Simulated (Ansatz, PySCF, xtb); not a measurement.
Donor–acceptor adduct: AlH3 (SMILES [AlH3]) (first 4 atoms) with C2H3N (SMILES CC#N); geometry from B3LYP-D3(BJ)/def2-TZVP, rigid monomers moved along the line of their centres of mass till Al1···N7 is 1.83 Å.
(charge 0, multiplicity 1):
```xyz
10

Al    -0.0353     0.1532    -0.4098
H     -1.4953    -0.2202    -0.9285
H      1.1463    -0.8622    -0.7449
H      0.3328     1.7000    -0.3011
C     -0.5567    -0.7554     3.8870
C     -0.3861    -0.4581     2.4809
N     -0.2508    -0.2233     1.3697
H     -0.1105    -1.7238     4.1151
H     -0.0707     0.0142     4.4873
H     -1.6191    -0.7834     4.1310
```

Counterpoise-corrected where a basis set is named; no monomer relaxation. Rows marked so take none.

Rows in 6-31G* carry no dispersion term and start afresh at each structure (6-31G* with six Cartesian d functions). MP2/6-31G* freezes PySCF's default core.

The values were computed with Ansatz (a first-principles code); PySCF for 6-31G* rows, the dispersion terms; xtb for the GFN methods. 

Problem. One of these levels gives -19.93 kcal/mol for the interaction energy. Which one is it?
(A) B3LYP/6-31G* (no counterpoise)
(B) PBE-D3(BJ)/def2-TZVPPD
(C) GFN2-xTB
(D) MP2/6-31G*

Solution. A, B3LYP/6-31G* (no counterpoise). The others give -27.98 (GFN2-xTB), -22.77 (PBE-D3(BJ)/def2-TZVPPD), -14.31 (MP2/6-31G*)
